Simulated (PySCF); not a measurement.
# What a mistake does to a calculation on B2C2H7 cation

All numbers below are calculated, not measured. The program is PySCF 2.14.0, an open-source quantum chemistry code, run on an isolated molecule that a program drew, which may never have been made. The molecule is B2C2H7 cation (charge +1, singlet), drawn as the SMILES string `B[B+]CC`.

Each row is a Hartree-Fock (HF) and frozen-core CCSD(T) single point in the cc-pVDZ basis, meant for a local HF minimum. Run 1 is clean. Each other run has one planted mistake out of seven kinds, and not every kind appears here: one electron removed, one electron added, multiplicity raised by two, geometry at a saddle point, minimal basis STO-3G, one bond length entered in bohr, all coordinates scaled. The reference is restricted for singlets and unrestricted otherwise, and also for a bond in bohr. Adding or removing an electron swaps singlet and doublet. Electrons count all cores. HOMO and LUMO are orbital energies over both spins, the gradient is its largest component, and the lowest frequency (negative if imaginary) is given only where the gradient is small. Bond lengths are over the 10 bonds as drawn. T1 is the CCSD diagnostic: over 0.02 (restricted) or 0.045 (unrestricted) a single reference is doubtful.

Geometry of the clean run:
```xyz
11
B2C2H7 cation, angstrom
B    -3.8536   -2.7003    2.4161
B    -2.3052   -2.4892    1.6805
C    -0.9652   -2.3405    1.0465
C    -0.5128   -0.8959    0.6960
H    -4.1872   -3.8043    2.7037
H    -4.5194   -1.7336    2.6035
H    -0.9918   -2.9844    0.1511
H    -0.2572   -2.8305    1.7360
H     0.4744   -0.9453    0.2428
H    -0.4507   -0.2755    1.5887
H    -1.1946   -0.4313   -0.0146
```

```
run  electrons  basis functions  <S^2>  HOMO (eV)  LUMO (eV)  gradient (hartree/bohr)  lowest frequency (cm^-1)  mean bond (Å)  longest bond (Å)      T1  HF (hartree)  CCSD(T) (hartree)                          mistake
  1         28               91  0.000     -18.48      -5.65                  3.4e-05                        34         1.2620             1.727  0.0119    -128.86556         -129.35137                         no fault
  2         28               91  0.716     -15.88      -5.90                  1.8e-02                         -         1.3677             2.246  0.0588    -128.74298         -129.22828  one bond length entered in bohr
  3         28               27  0.000     -18.00      -3.47                  2.2e-02                         -         1.2620             1.727  0.0093    -127.35457         -127.57661             minimal basis STO-3G
  4         27               91  0.763     -23.36     -15.97                  1.7e-01                         -         1.2620             1.727  0.0689    -128.22710         -128.70154             one electron removed
  5         28               91  2.008     -15.32      -8.60                  3.6e-02                         -         1.2620             1.727  0.0295    -128.73036         -129.21812                                ?
```

**Which mistake was planted in run 5, and what did it cost?**

Electrons, basis and geometry are unchanged, and <S^2> is 2.008, beside S(S+1) = 2.00 for a multiplicity of 3. So the mistake is: multiplicity raised by two. Subtracting run 1 and multiplying by 627.51 kcal/mol a hartree, the energy moved by 84.8 kcal/mol in HF and 83.6 kcal/mol in CCSD(T).

Cautions from the logs. Run 2: T1 is over the limit, so its CCSD(T) energy is less reliable; run 4: T1 is over the limit, so its CCSD(T) energy is less reliable.
